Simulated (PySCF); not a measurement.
Precursor series Ta F-OH. Gas-phase values, no solvent. One relaxed conformer stands for each flexible species; it need not be the lowest.

These are PBE-D3(BJ)/def2-TZVP // r2SCAN-D4/def2-SVP (PySCF) values and carry that method's errors. 

```
species                                  HOMO–LUMO gap (eV)  charge on the central atom (Mulliken) (e)  HOMO (eV)  coordination number
---------------------------------------  ------------------  -----------------------------------------  ---------  -------------------
1 of 5 F replaced by OH                                6.20                                       1.52      -8.82                    5
2 of 5 F replaced by OH ([Ta(F)3(OH)2])                 ___                                       1.47      -8.43                  ___
3 of 5 F replaced by OH ([Ta(F)2(OH)3])                5.60                                        ___      -7.85                  ___
4 of 5 F replaced by OH ([Ta(F)(OH)4])                 5.64                                        ___      -7.52                    5
5 of 5 F replaced by OH ([Ta(OH)5])                    5.17                                       1.32      -6.89                    5
```

Question: Some entries are withheld; supply them.

Answer: 
- 2 of 5 F replaced by OH ([Ta(F)3(OH)2]), HOMO–LUMO gap (eV): 5.91
- 2 of 5 F replaced by OH ([Ta(F)3(OH)2]), coordination number: 5
- 3 of 5 F replaced by OH ([Ta(F)2(OH)3]), charge on the central atom (Mulliken) (e): 1.42
- 3 of 5 F replaced by OH ([Ta(F)2(OH)3]), coordination number: 5
- 4 of 5 F replaced by OH ([Ta(F)(OH)4]), charge on the central atom (Mulliken) (e): 1.38
